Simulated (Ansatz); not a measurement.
Li6Al2, relaxed as a singlet with RKS PBE-D4/def2-SVP in Ansatz, starting from the GFN1-xTB geometry. Force threshold 0.02 eV/Å.

The restricted singlet is unstable towards broken spin symmetry at other levels; at PBE-D4/def2-SVP this wasn't settled. The structure comes from a short search, and lower isomers may exist.

Start:

```xyz
8

Al    3.343    2.355   -0.743
Al   -0.491   -4.119    0.021
Li   -0.985    2.045    0.215
Li    0.002   -1.466    0.015
Li   -0.162    0.275    1.905
Li   -2.196   -0.231    0.410
Li   -0.749    0.301   -1.664
Li    1.238    0.840   -0.158
```

(1) Estimate the energy that the relaxation releases and the steps that it takes.

(2) Does the start keep its bonding and symmetry?

(3) Predict the relaxed structure.

Answers

(1) 453.5 kJ/mol, in 30 steps; 23 s on 4 threads of Intel Xeon 6975P-C on a shared host. No frequencies were taken in this run, so the end may be a saddle point.

(2) Bonds lost: Li3–Li5, Li3–Li6, Li3–Li7, Li3–Li8, Li4–Li5, Li4–Li6, Li4–Li8, Li5–Li6 (atoms count from 1). Bonds formed: Al1–Al2, Al1–Li3, Al1–Li4, Al1–Li6, Al1–Li7, Al2–Li5, Al2–Li6, Al2–Li7 (atoms count from 1).

(3) 
```xyz
8

Al    0.5872    0.8731   -0.9987
Al   -0.1197   -1.4346    0.1629
Li    0.1981    3.4311   -0.2526
Li    2.2605   -1.1696   -0.9430
Li   -1.4460   -1.9465    2.4472
Li   -1.7865    0.7093    0.3214
Li   -0.3287   -1.1321   -2.4510
Li    0.6351    0.6691    1.7137
```
Bond lengths (bridged metal pairs left out): 10 × Al–Li 2.64 to 2.72 Å; 2 × Li–Li 2.79 to 3.00 Å; 1 × Al–Al 2.68 Å.
